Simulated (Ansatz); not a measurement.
Program: Ansatz. Geometries: PBE0-D4/def2-TZVP. ΔE: electronic, gas phase. CCSD(T)/CBS adds triple-zeta CCSD(T) − MP2 to the extrapolated MP2 energy (def2 sets, frozen cores). This one scheme is used for every species. DFT in def2-TZVPP. For Ga outer-core shells are correlated without core-valence functions, which leaves a few kJ/mol of doubt a bond. Scalar relativity is left out up to krypton. One conformer a species, not always the lowest.

Reaction (redistribution): `[NH2][Ga]([F])[O][SiH3]` + `[AlH2][SiH3]` → `[F][GaH][O][SiH3]` + `N[SiH2][AlH2]`

| level | ΔE (kJ/mol) |
| --- | --- |
| LDA (SPW92) | -3.6 |
| r2SCANh | -0.9 |
| HF/def2-SVP | 9.3 |
| CCSD/def2-SVP | 18.8 |

(1) What does CCSD(T)/CBS give? (Best estimate.)

Largest T1 diagnostic among the species: 0.014.

Answers

(1) Computed: +3.7 kJ/mol. The listed levels differ from it by -7.3, -4.6, 5.6, 15.1 kJ/mol.

Leaving LDA and LC-ωPBE aside and taking each functional with its dispersion term where it has one, the values, not all of them listed here, spread over 12.1 kJ/mol, from B97M-V to PBE-QIDH. At CCSD(T), def2-SVP lies +15.7 kJ/mol from the extrapolated value and def2-TZVPP +2.3 kJ/mol. In def2-TZVPP, CCSD(T) changes the Hartree–Fock value by +5.5 kJ/mol (the triples alone add +0.3 kJ/mol) and MP2 by +4.3 kJ/mol.
